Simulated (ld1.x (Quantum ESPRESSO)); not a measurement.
# An all-electron radial function and its pseudo partner (Al)

Columns: radius, all-electron u(r) and pseudo u(r) of the 3p shell (level -2.71 eV) of aluminium in the configuration [Ne] 3s2 3p1; PBE, scalar-relativistic, ultrasoft scheme, ld1.x (Quantum ESPRESSO) 7.5.

| r (bohr) | all-electron | pseudo |
| --- | --- | --- |
| 0.120 | 0.0934 | -0.0043 |
| 0.240 | 0.1868 | -0.0172 |
| 0.360 | 0.2142 | -0.0379 |
| 0.480 | 0.1891 | -0.0657 |
| 0.600 | 0.1331 | -0.0993 |
| 0.720 | 0.0620 | -0.1374 |
| 0.840 | -0.0144 | -0.1787 |
| 0.960 | -0.0901 | -0.2215 |
| 1.080 | -0.1619 | -0.2646 |
| 1.200 | -0.2279 | -0.3066 |
| 1.320 | -0.2873 | -0.3466 |
| 1.440 | -0.3401 | -0.3838 |
| 1.560 | -0.3865 | -0.4177 |
| 1.680 | -0.4268 | -0.4478 |
| 1.800 | -0.4611 | -0.4741 |
| 1.920 | -0.4894 | -0.4967 |
| 2.040 | -0.5123 | -0.5157 |
| 2.160 | -0.5300 | -0.5312 |
| 2.280 | -0.5430 | -0.5432 |
| 2.400 | -0.5517 | -0.5517 |
| 2.520 | -0.5566 | -0.5566 |
| 2.640 | -0.5581 | -0.5581 |
| 2.760 | -0.5566 | -0.5566 |
| 2.880 | -0.5527 | -0.5527 |
| 3.000 | -0.5465 | -0.5465 |
| 3.120 | -0.5384 | -0.5384 |

(1) How many radial nodes do the two functions have?

(2) At about which radius was the pseudo-wave matched?

(3) Is the pseudo-wave norm-conserving?

Answers

(1) The all-electron 3p function has n − l − 1 = 1; the pseudo-wave has 0, since the states of the same l below it are removed with the core.

(2) 2.40 bohr, where the columns begin to agree (steps of 0.12 bohr).

(3) No, it belongs to an ultrasoft set: the norm inside the radius is not constrained, and the difference is carried by the augmentation charge.
